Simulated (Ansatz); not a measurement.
CH$_{3}$BO$_{2}$Si. Total charge 0; spin multiplicity 1. The bonds changed during the relaxation, so this is another structure than the one it started from.

```xyz
8

O     2.088    1.269    1.323
C     1.645    0.685    0.442
B     1.044   -0.053   -0.651
Si   -0.741   -0.384   -0.342
O    -1.536    0.100    1.002
H     1.645   -0.394   -1.619
H    -1.679   -1.110   -1.237
H    -2.467   -0.114    1.082
```

List the harmonic frequencies (cm⁻¹, unscaled) at PBE0-D4/def2-TZVP in Ansatz. (An estimate is asked.)

The calculation gave: 77, 137, 270, 286, 432, 524, 532, 576, 668, 778, 862, 864, 986, 1138, 2146, 2229, 2680, 3923.

Is this a minimum?

Yes, all 18 modes are real.

Give the ideal-gas thermochemistry at 298.15 K and 1 bar (rigid rotor, harmonic oscillator; point group Cs, symmetry number 1).

Zero-point energy 114.3 kJ/mol; H(298) − E = 133.7 kJ/mol; entropy 331.5 J/(mol·K), of which translation 164.4, rotation 110.7, vibration 56.4; G(298) − E = 34.8 kJ/mol. Modes under 100 cm⁻¹ are hindered rotations or soft bends, so the harmonic entropy is rough.
